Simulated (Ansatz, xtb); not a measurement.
## Ranking isomers of C4H3BrCl2O

6 gas-phase structures of C4H3BrCl2O, from a drawn sample of its isomers (lower ones may exist). Each was relaxed with GFN2-xTB; where two conformers were screened, the lower at r2SCAN-D4/def2-SVP is listed:

A. `CC(=C=O)C(Cl)(Cl)Br`, a singlet
B. `O=C=C(Br)CC(Cl)Cl`, a singlet
C. `O=C=C(Cl)[C@H](Br)CCl`, a singlet
D. `C=C(Cl)O/C(Cl)=C/Br`, a singlet
E. `CC(=O)C(Br)=C(Cl)Cl`, a singlet
F. `C=C(Cl)O/C(Cl)=C\Br`, a singlet

**Question.** Estimate their order in r2SCAN-D4/def2-SVP energy at these geometries, lowest first.

**Answer.** Calculated order at r2SCAN-D4/def2-SVP: E (0.0), C (2.3), A (3.1), B (3.3), F (19.6), D (19.9) kcal/mol. Less than 1 kcal/mol parts C and A; A and B; F and D, so the order within those pairs means little.

Energies above the lowest of each column, in kcal/mol; the last columns are at B3LYP/def2-SVP geometries (a dash: not run or not comparable):

| structure | GFN2-xTB | HF/STO-3G | r2SCAN-D4/def2-SVP | B3LYP/def2-SVP | CCSD(T)/def2-SVP + ΔMP2/def2-TZVPP |
| --- | --- | --- | --- | --- | --- |
| E | 0.0 | 2.0 | 0.0 | 0.0 | 0.0 |
| C | 6.5 | 0.9 | 2.3 | 1.5 | 1.7 |
| A | 5.9 | 6.0 | 3.1 | 4.4 | 4.7 |
| B | 6.6 | 0.0 | 3.3 | 1.8 | 2.1 |
| F | 9.3 | 12.2 | 19.6 | 16.5 | – |
| D | 9.7 | 12.5 | 19.9 | 16.9 | – |

CCSD(T)/def2-SVP + ΔMP2/def2-TZVPP puts E lowest of those it was run on; HF/STO-3G picks B. CCSD(T)/def2-SVP + ΔMP2/def2-TZVPP orders those it was run on as E (0.0), C (1.7), B (2.1), A (4.7) kcal/mol. Less than 1 kcal/mol parts C and B, so the order within that pair means little. Flexible structures stand in one conformer each, not always the lowest. Frequencies (GFN2-xTB) were run for A, B, C, E alone. ΔMP2 is the change of the MP2 energy from the smaller to the larger basis.

Over these structures GFN2-xTB departs from r2SCAN-D4/def2-SVP by 5.7 kcal/mol on average once a common shift is removed. A GFN2-xTB relaxation took about 0.094 s and the r2SCAN-D4/def2-SVP energy about 2 s on a shared host (Ansatz 0.2.0, xtb 6.7.1).
